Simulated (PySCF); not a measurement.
## How methods differ on the ionisation energy of He⁺

He⁺ 1s1 (2S) → He²⁺ (bare nucleus), as a difference of total energies. All numbers are calculated (PySCF 2.14, no relativity, point nucleus, in dyall-acv3z (10s3p2d, 29 functions)). The calculations carry no spin-orbit coupling.

| method | ionisation energy (eV) | difference from reference (eV) |
| --- | --- | --- |
| UHF | 54.422 | +0.004 |
| LDA | 52.836 | -1.582 |
| PBE | 54.253 | -0.165 |
| PBE0 | 54.333 | -0.085 |
| r2SCAN | 54.427 | +0.009 |
| PW91 | 54.335 | -0.083 |
| r2SCAN0 | 54.425 | +0.007 |
| revPBE | 54.500 | +0.082 |
| wB97X | 54.379 | -0.039 |

Reference: 54.418 eV (theoretical estimate listed by NIST; NIST Atomic Spectra Database, ionization energies).
